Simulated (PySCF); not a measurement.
**Electronic absorption of 3-cyclohexene-1-carbonitrile**

3-cyclohexene-1-carbonitrile, C7H9N.
Cartesian coordinates in Å at the PBE0-D3(BJ)/def2-SVP level; atoms count from 1:
```
atom  x, y, z in Å
N1     3.6372   -0.6288   -0.1224
C2     2.5393   -0.3828   -0.3946
C3     1.1486   -0.0727   -0.7135
C4     0.7689    1.3352   -0.2339
C5    -0.7076    1.5696   -0.3397
C6    -1.6029    0.5941   -0.5263
C7    -1.2333   -0.8560   -0.6172
C8     0.1875   -1.1210   -0.1358
H9     1.0617   -0.0975   -1.8148
H10    1.1028    1.4755    0.8102
H11    1.3176    2.0887   -0.8220
H12   -1.0495    2.6061   -0.2597
H13   -2.6630    0.8515   -0.6181
H14   -1.3545   -1.2013   -1.6612
H15   -1.9442   -1.4603   -0.0299
H16    0.2301   -1.0630    0.9644
H17    0.5142   -2.1333   -0.4153
```

Method used: PySCF, TDDFT wB97X-D/def2-SVPD, vertical, gas phase, core orbitals frozen in the response.

| state | E (eV) | ν̃ (cm⁻¹) | f | main configurations (H = HOMO, L = LUMO) |
| --- | --- | --- | --- | --- |
| S1 | 6.93 | 55920 | 0.125 | H→L (84%), H→L+1 (8%) |
| S2 | 7.28 | 58690 | 0.168 | H→L+1 (76%), H→L (12%) |
| S3 | 7.69 | 62050 | 0.0002 | H-2→L+3 (16%), H-1→L (13%), H-2→L+2 (11%) |
| S4 | 7.97 | 64270 | 0.0005 | H-1→L (31%), H-3→L (15%), H-2→L+2 (11%) |
| S5 | 8.02 | 64720 | 0.0023 | H-2→L+3 (21%), H-1→L+2 (14%), H-2→L (11%) |
| S6 | 8.09 | 65250 | 0.0027 | H-3→L (22%), H-1→L+3 (20%), H-2→L+2 (12%) |

The lowest singlet comes at 179 nm (669 kJ/mol) in the vacuum ultraviolet; it is of moderate strength; its leading configuration is HOMO→LUMO (84%). The most intense listed level is S2 at 7.28 eV (170 nm, f = 0.168), 0.34 eV above S1. Löwdin shares by element: HOMO carbon 83% or more (atoms not listed hold the other 17%); LUMO carbon 61% or more (atoms not listed hold the other 39%). Weighted by f, the mean energy of these states is 7.15 eV. Orbital energies (eV): HOMO-3 -11.59, HOMO-2 -11.09, HOMO-1 -10.97, HOMO -9.32, LUMO 1.71, LUMO+1 2.13, LUMO+2 2.72. The listed states span 1.16 eV, and the widest gap between neighbours is 0.42 eV (S2 to S3). No computed singlet lies in the visible range (380 to 750 nm); the lowest, at 179 nm, stands 3.67 eV above its violet end (3.26 eV). Singlets were solved by full linear response.

One conformer stands for the species.
